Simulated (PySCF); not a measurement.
Structure problem from calculated spectra and properties.

Formula: C2H10O2Si2.

- 1H NMR: chemical shifts (computed TMS as zero) by class: 5.40 (1 H), 3.57 (3 H), 3.52 (1 H), 3.31 (3 H), 2.91 (1 H), 1.14 (1 H) ppm [GIAO PBE0/pcSseg-1]
- Rotational structure: rotational constants A, B, C: 2.970, 1.329, 1.083 GHz [GFN2-xTB]
- UV, first state: lowest singlet excitation: 6.44 eV (193 nm, f = 0.010) [TDDFT CAM-B3LYP/def2-SVPD]
- NMR, other nuclei: isotropic shieldings of nuclei other than C and H, by class: 331 (1 O), 332 (1 O), 358 (1 Si), 473 (1 Si) ppm [GIAO PBE0/pcSseg-1]
- 13C NMR: chemical shifts (computed TMS as zero) by class: 69.9 (1 C), 65.6 (1 C) ppm [GIAO PBE0/pcSseg-1]
- Polarisability: 89.6 au [CAM-B3LYP/def2-SVPD]
- Dipole: 2.49 D [CAM-B3LYP/def2-SVPD]

The electronic properties come from PySCF, for the isolated species, density fitting. Levels stand in brackets. Isolated species at its GFN2-xTB geometry (one conformer only). Each NMR value is the plain mean over a class of atoms that symmetry, rotation or inversion makes alike.

Question: What is the compound? Reason from the data.

Answer: Numbering: `[CH3:1][O:2][CH2:3][Si@H:4]([OH:5])[SiH3:6]`. Its formula, C2H10O2Si2, gives 0 degrees of unsaturation, so no ring and no π bond. 2 carbons fall into 2 classes; from least to most shielded: sp3 carbon bound to oxygen [C3] (69.9 ppm), methoxy carbon [C1] (65.6 ppm). Hydrogen classes from least to most shielded: 1 H on an oxygen-bound silicon, Si4 (5.40 ppm), 3 H on a methoxy carbon, C1 (3.57 ppm, a mean of values up to 0.7 ppm apart in this geometry), 1 H on an sp3 carbon bound to oxygen, C3 (3.52 ppm), 3 H on an SiH3 silicon, Si6 (3.31 ppm), 1 H on an sp3 carbon bound to oxygen, C3 (2.91 ppm), 1 H on a silanol oxygen, O5 (1.14 ppm). The other shieldings belong to: 331 ppm, silanol oxygen [O5]; 332 ppm, ether oxygen [O2]; 358 ppm, oxygen-bound silicon [Si4]; 473 ppm, SiH3 silicon [Si6]. The optimised geometry has point group C1 and is an asymmetric top. Structure: `COC[Si@H](O)[SiH3]`. Computed isomers that give other values at the same levels: `COC[SiH2][SiH2]O` (1H chemical shifts (computed TMS as zero) by class: 5.51 (2 H), 3.78 (2 H), 3.71 (2 H), 3.51 (3 H), 1.55 (1 H) ppm); `COC[SiH2]O[SiH3]` (1H chemical shifts (computed TMS as zero) by class: 5.06 (2 H), 5.05 (3 H), 3.58 (3 H), 3.20 (2 H) ppm); `CC[Si@@H](O)O[SiH3]` (13C chemical shifts (computed TMS as zero) by class: 12.1 (1 C), 7.6 (1 C) ppm). The assignments are read from this structure; whether some other isomer fits the data as well wasn't checked. The mirror image fits equally.

Shape of the structure used: `[CH3:1][O:2][CH2:3][Si@H:4]([OH:5])[SiH3:6]`: C1–O2–C3–Si4 179°, O2–C3–Si4–O5 53°, H–O5–Si4–C3 -34°.
